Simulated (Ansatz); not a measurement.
`CO[SiH2]OC(C)=O`, charge 0, multiplicity 1.

Q: Give a relaxed structure at PBE0-D4/def2-TZVP (the Gaussian-basis code of Ansatz). (An estimate is asked.)

A: The calculation gave: 
Cartesian coordinates in Å:
```
C 1.279 -1.793 -2.322
O 1.106 -1.062 -1.131
Si -0.286 -0.300 -0.750
O 0.111 0.369 0.743
C -0.858 1.079 1.334
C -0.448 1.646 2.653
O -1.938 1.219 0.817
H 1.159 -1.157 -3.207
H 2.290 -2.202 -2.327
H 0.569 -2.626 -2.391
H -0.590 0.762 -1.736
H -1.395 -1.272 -0.612
H -0.148 0.837 3.322
H 0.422 2.292 2.518
H -1.271 2.209 3.088
```
Point group Cs.
This is one stationary point; other conformers may exist.
